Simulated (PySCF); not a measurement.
Fill in the blanks.

Compound: C4H14BN.
SMILES: `CC[B@@H-](C)[NH2+]C`

Conformer (atom-mapped SMILES and torsion angles): `[CH3:1][CH2:2][B@@H-:3]([CH3:4])[NH2+:5][CH3:6]`: C1–C2–B3–C4 -179°, C2–B3–N5–C6 172°.

```csv
property,level,value
point group,PBE0-D3(BJ)/def2-SVP,?
"rotational constants A, B, C",PBE0-D3(BJ)/def2-SVP,?
dipole moment,PBE0/def2-SVPD,4.54 D
HOMO energy,PBE0/def2-SVPD,?
LUMO energy,PBE0/def2-SVPD,?
lowest singlet excitation,TDDFT PBE0/def2-SVPD,"6.16 eV (201 nm, f = 0.013)"
strongest line among the 6 lowest singlet transitions,TDDFT PBE0/def2-SVPD,?
static isotropic polarisability,PBE0/def2-SVPD,?
electronic spatial extent ⟨r²⟩ about the centre of nuclear charge,PBE0/def2-SVPD,?
```

Gas-phase values; electronic properties from PySCF, density fitting. The structure is a single PBE0-D3(BJ)/def2-SVP conformer in the gas phase; no vibrational or solvent corrections.

(1) The static isotropic polarisability?

(2) The HOMO energy?

(3) What is the electronic spatial extent ⟨r²⟩ about the centre of nuclear charge?

(4) The rotational constants A, B, C?

(5) What is the LUMO energy?

(6) Give the strongest line among the 6 lowest singlet transitions.

(7) Give the point group.

## Answers

(1) 79.1 au.

(2) -7.12 eV.

(3) 852 bohr².

(4) 4.165, 2.216, 1.582 GHz.

(5) 0.06 eV.

(6) S4 at 7.21 eV (172 nm, f = 0.064).

(7) C1.

The dipole equals about 15.1 × 10⁻³⁰ C·m (1 D = 3.33564 × 10⁻³⁰ C·m). The principal polarisabilities are 71.0, 80.2 and 86.1 au; their mean is the isotropic value. With B = h/(8π²I), that is 505.379 GHz u Å² over I, the principal moments of inertia are 121.3, 228.1 and 319.5 u Å² (most abundant isotopes); the inertial defect Ic − Ia − Ib is -29.9 u Å² (zero for a rigid planar frame, negative otherwise).
